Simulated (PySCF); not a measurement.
Sn(Cl)3(Et) (C2H5Cl3Sn), SMILES C[CH2][Sn]([Cl])([Cl])[Cl].

Coordinates come from a B3LYP-D3(BJ)/def2-SVP optimisation. The def2 effective core potentials stand for the cores of Sn; spin–orbit coupling is left out. The values are those of a single conformer.

The numbers are results of TDDFT-M06-2X/def2-SVPD run with PySCF 2.14.0, not measurements.

Vertical excitations. Gas-phase values at a fixed geometry. State labels are in the subgroup Cs.

```
state  symmetry  energy (eV)  λ (nm)      f                            main pairs
-----  --------  -----------  ------  -----  ------------------------------------
S1           A"         5.90     210  0.000                      HOMO−1→LUMO 91 %
S2           A'         5.93     209  0.220                        HOMO→LUMO 87 %
S3           A"         6.08     204  0.024                      HOMO−2→LUMO 83 %
S4           A'         6.09     204  0.027                      HOMO−3→LUMO 79 %
S5           A"         6.33     196  0.035                      HOMO−4→LUMO 84 %
S6           A'         6.34     196  0.038                      HOMO−5→LUMO 80 %
S7           A'         7.05     176  0.082                      HOMO−6→LUMO 75 %
S8           A'         7.57     164  0.085                      HOMO→LUMO+2 83 %
S9           A"         7.63     163  0.064                      HOMO→LUMO+3 87 %
S10          A"         7.81     159  0.080  HOMO−7→LUMO 59 %, HOMO−1→LUMO+2 17 %
T1           A'         4.95     251      0                        HOMO→LUMO 91 %
T2           A"         5.59     222      0                      HOMO−1→LUMO 88 %
T3           A"         5.67     218      0                      HOMO−2→LUMO 87 %
T4           A'         5.68     218      0                      HOMO−3→LUMO 89 %
```
Triplets are in the Tamm–Dancoff approximation, which puts them higher than full response would, so one can lie above its singlet here.
